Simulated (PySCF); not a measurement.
Predicted microwave data (PBE0-D3(BJ)/def2-SVP geometry optimisation, gas phase (PySCF 2.14.0)) for one isomer of C4H12Si:

| Item | Value |
| --- | --- |
| Rotational constants | A = 3081, B = 3078, C = 3078 MHz |
| Dipole components | \|μa\| = 0.00 D, \|μb\| = 0.00 D, \|μc\| = 0.00 D |
| Inertial defect | -164.00 u·Å² |

Task: Which structure is it? (One computed conformer of each.)
A. SiEt2H2 (`[H][Si]([H])(CC)CC`)
B. `C[Si](C)(C)C`
C. `[CH3:1][CH2:2][SiH2:3][CH2:4][CH3:5]` with C1–C2–Si3–C4 180°, C2–Si3–C4–C5 180° (diethylsilane)

Result: B. It is C[Si](C)(C)C, a spherical top, point group Td. The candidates at the same level (rigid rotor, commonest isotopes):

| SMILES | A (MHz) | B (MHz) | C (MHz) | μa (D) | μb (D) | μc (D) | Δ (u·Å²) | point group | rotor |
| --- | --- | --- | --- | --- | --- | --- | --- | --- | --- |
| C[Si](C)(C)C | 3081 | 3078 | 3078 | 0.00 | 0.00 | 0.00 | -164.00 | Td | spherical top |
| CC[SiH2]CC | 13297 | 1500 | 1417 | 0.00 | 0.87 | 0.00 | -18.45 | C2v | near-prolate asymmetric top |
| [H][Si]([H])(CC)CC | 13270 | 1500 | 1417 | 0.00 | 0.86 | 0.01 | -18.50 | near C2v | near-prolate asymmetric top |

`CC[SiH2]CC` has A 332 % too high; `[H][Si]([H])(CC)CC` has A 331 % too high. No structure here is proved a minimum.
